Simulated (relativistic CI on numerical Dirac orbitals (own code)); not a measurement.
Fe⁴⁺ in a cubic cluster: 1s photoemission with charge transfer

Computed with a charge-transfer multiplet model of a cubic metal-ligand cluster with up to 2 ligand holes, Slater and spin-orbit integrals from Dirac-Coulomb-Breit ions, Slater integrals scaled by 0.8. The ground state mixes d4 with configurations of k ligand holes L, whose averages lie at kΔ + k(k − 1)U_dd/2; a core hole lowers each added d electron by U_cd. 300 K, Lorentzian 1.1 eV and Gaussian 0.6 eV FWHM.

Atomic integrals in eV (Slater integrals scaled, ζ unscaled), ground: F2dd 10.374, F4dd 6.521, zeta_d 0.064; with the core hole: F2dd 11.650, F4dd 7.350, zeta_d 0.091, G2cd 0.067.

Cluster parameters (eV): Δ = 1.5, U_dd = 5.8, U_cd = 6.5, 10Dq(ligand) = 0.4, V(eg) = 2.5, V(t2g) = -1.25, final-state hopping factor = 1.

| Case | n_d | d4 | d5L | d6L2 | S |
| --- | --- | --- | --- | --- | --- |
| 10Dq = 1.8 eV | 4.66 | 0.41 | 0.52 | 0.07 | 1.99 |
| 10Dq = 2.1 eV | 4.65 | 0.42 | 0.51 | 0.07 | 1.97 |
| 10Dq = 2.4 eV | 4.65 | 0.43 | 0.50 | 0.08 | 1.60 |

Weights, n_d and S are thermal averages at 300 K. Binding energies count from the first peak over 30 % of the highest in each spectrum, which can be another peak from case to case. The parameters are a model scan and need not match a compound or its usual spin state. Peaks in eV (height, largest 100):
- 10Dq = 1.8 eV: 0.0 (100), 10.0 (15)
- 10Dq = 2.1 eV: 0.0 (100), 10.1 (15)
- 10Dq = 2.4 eV: 0.0 (100), 10.1 (12)

For the case 10Dq = 2.1 eV, Δ = 1.5 eV is smaller than U_dd = 5.8 eV, the charge-transfer side of the Zaanen-Sawatzky-Allen scheme. With the core hole the average of the configuration with one ligand hole lies at Δ − U_cd = -5.0 eV before mixing: the effective hopping of about 4.5 eV (from the holes of the mixed ground state) is comparable with this gap or larger, so the configurations mix strongly.
